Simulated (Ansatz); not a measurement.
H₆Te, SMILES [TeH6].

Geometry: B3LYP-D3(BJ)/def2-TZVP. The def2 effective core potentials stand for the cores of Te; spin–orbit coupling is left out.

Two levels are set side by side: PBE/def2-TZVPD (Ansatz, a quantum-chemistry and plane-wave program) and PBE0/def2-TZVPD (Ansatz). Energy differences of separate SCF runs at the same geometry; the states with an electron removed or added have multiplicity 2 and 2. Differences are taken from unrounded values.

```
quantity                           PBE0
---------------------------------  ----
vertical ionisation energy (eV)    9.27
vertical electron affinity (eV)    0.35
vertical singlet–triplet gap (eV)  3.44
```

### Question
What does PBE give, and how far is it from PBE0? (The exact figures need the calculation; the answer reports its results.)

### Answer

| quantity | PBE | PBE minus PBE0 |
|---|---|---|
| vertical ionisation energy (eV) | 9.14 | -0.13 |
| vertical electron affinity (eV) | 0.47 | 0.12 |
| vertical singlet–triplet gap (eV) | 3.16 | -0.28 |
